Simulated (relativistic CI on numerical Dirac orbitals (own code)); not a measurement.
**Energy levels of Te51+**

Computed by Dirac equation for one electron, model QED (radiative potential, 1s self-energy scaled to tabulated hydrogen-like ionisation energies) (own radial code, finite nucleus).

Configurations in the expansion: 1s, 2s, 2p, 3s, 3p, 3d, 4s, 4p, 4d, 4f, 5s, 5p, 5d, 5f, 5g, 6s, 6p, 6d. Levels of other configurations are missing.

The lowest level is 1s 2S_1/2, with 100 % of that term; Hund's rules for 1s give 2S with J = 1/2, in agreement.

| No. | Configuration | Term | J | E (eV) | % | Landé g | Lifetime (s) |
| --- | --- | --- | --- | --- | --- | --- | --- |
| 1 | 1s | 2S | 1/2 | 0.0 | 100 | 1.903 |  |
| 2 | 2p | 2P° | 1/2 | 28532.2 | 100 | 0.641 | 2.15e-16 |
| 3 | 2s | 2S | 1/2 | 28538.5 | 100 | 1.977 |  |
| 4 | 2p | 2P° | 3/2 | 28896.8 | 100 | 1.315 | 2.26e-16 |
| 5 | 3p | 2P° | 1/2 | 33931.8 | 100 | 0.655 | 7.28e-16 |
| 6 | 3s | 2S | 1/2 | 33933.7 | 100 | 1.991 | 1.63e-14 |
| 7 | 3d | 2D | 3/2 | 34039.9 | 100 | 0.791 | 1.96e-15 |
| 8 | 3p | 2P° | 3/2 | 34040.2 | 100 | 1.325 | 7.34e-16 |
| 9 | 3d | 2D | 5/2 | 34073.6 | 100 | 1.192 | 2.08e-15 |
| 10 | 4p | 2P° | 1/2 | 35806.5 | 100 | 0.660 | 1.72e-15 |
| 11 | 4s | 2S | 1/2 | 35807.3 | 100 | 1.996 | 2.39e-14 |
| 12 | 4d | 2D | 3/2 | 35852.0 | 100 | 0.795 | 4.53e-15 |
| 13 | 4p | 2P° | 3/2 | 35852.1 | 100 | 1.329 | 1.71e-15 |
| 14 | 4f | 2F° | 5/2 | 35866.2 | 100 | 0.852 | 9.64e-15 |
| 15 | 4d | 2D | 5/2 | 35866.2 | 100 | 1.196 | 4.80e-15 |
| 16 | 4f | 2F° | 7/2 | 35873.2 | 100 | 1.139 | 9.81e-15 |
| 17 | 5p | 2P° | 1/2 | 36667.8 | 100 | 0.662 | 3.36e-15 |
| 18 | 5s | 2S | 1/2 | 36668.2 | 100 | 1.998 | 3.77e-14 |
| 19 | 5d | 2D | 3/2 | 36691.0 | 100 | 0.796 | 8.67e-15 |
| 20 | 5p | 2P° | 3/2 | 36691.1 | 100 | 1.331 | 3.30e-15 |
| 21 | 5f | 2F° | 5/2 | 36698.3 | 100 | 0.854 | 1.85e-14 |
| 22 | 5d | 2D | 5/2 | 36698.3 | 100 | 1.197 | 9.21e-15 |
| 23 | 5g | 2G | 7/2 | 36701.9 | 100 | 0.886 | 3.17e-14 |
| 24 | 5f | 2F° | 7/2 | 36701.9 | 100 | 1.140 | 1.89e-14 |
| 25 | 5g | 2G | 9/2 | 36704.0 | 100 | 1.108 | 3.19e-14 |
| 26 | 6p | 2P° | 1/2 | 37133.0 | 100 | 0.663 | 5.80e-15 |
| 27 | 6s | 2S | 1/2 | 37133.3 | 100 | 2.000 | 5.79e-14 |
| 28 | 6d | 2D | 3/2 | 37146.4 | 100 | 0.797 | 1.48e-14 |
| 29 | 6p | 2P° | 3/2 | 37146.4 | 100 | 1.332 | 5.67e-15 |
| 30 | 6d | 2D | 5/2 | 37150.6 | 100 | 1.198 | 1.57e-14 |

Energies count from the lowest computed level; ° marks odd parity; lifetimes are radiative, by E1, M1, E2, M2 decay to levels of this space only; some are left blank where a channel outside the calculation adds to the decay or the decay crosses a small, uncertain gap.
